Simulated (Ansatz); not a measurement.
Reactions of `OC[SiH2]O[SiH3]`.

Calculated with Ansatz (gas phase, PBE0-D4/def2-TZVP geometries, no zero-point term in ΔE). CBS: MP2 limit from def2 TZ/QZ plus the TZ coupled-cluster correction, frozen cores. This one scheme is used for every species. Functionals use def2-TZVPP. Open shells (•) are unrestricted, without spin–orbit coupling. For Se outer-core shells are correlated without core-valence functions, which leaves a few kJ/mol of doubt a bond. Scalar relativity is left out up to krypton. Each species was taken in one conformer, which may not be the lowest.

| reaction | ωB97M-V (kcal/mol) | HF/CBS(def2) (kcal/mol) | CCSD(T)/CBS(def2) (kcal/mol) |
| --- | --- | --- | --- |
| `OC[SiH2]O[SiH3]` → `O[SiH2]C[SiH2]O` | -28.1 | -21.7 | -28.5 |
| `OC[SiH2]O[SiH3]` + `C=C[SiH2]S` → `C=C[SiH2]O[SiH3]` + `OC[SiH2]S` | 0.6 | 0.5 | 0.5 |
| `OC[SiH2]O[SiH3]` + `O[SiH](Cl)Cl` → `[SiH3]O[SiH](Cl)Cl` + `OC[SiH2]O` | 1.7 | 2.0 | 1.3 |
| `OC[SiH2]O[SiH3]` + CH₃SH → `CS[SiH2]O[SiH3]` + CH₃OH | -17.9 | -17.6 | -19.0 |
| `OC[SiH2]O[SiH3]` + `N=C[SeH]` → `[SiH3]/N=C\[SeH]` + `OC[SiH2]O` | 15.9 | 20.8 | 15.4 |
| `OC[SiH2]O[SiH3]` + `C[SiH2]O` → `C[SiH2]OCO` + `[SiH3]O[SiH3]` | 8.5 | 4.2 | 8.9 |
| `OC[SiH2]O[SiH3]` → `[CH2]O`• + `[SiH2]O[SiH3]`• | 86.6 | 60.3 | 86.5 |
| `OC[SiH2]O[SiH3]` + H₂S → `OC[SiH2]S` + `O[SiH3]` | 12.6 | 17.1 | 12.5 |
| `OC[SiH2]O[SiH3]` → CH₃OH + `[SiH]O[SiH3]` | 43.1 | 41.3 | 44.4 |
| `OC[SiH2]O[SiH3]` + `CSC(C)C` → `CS[SiH2]O[SiH3]` + `CC(C)CO` | -21.7 | -22.8 | -22.2 |

Largest T1 diagnostic: 0.016, for `[CH2]O`•.
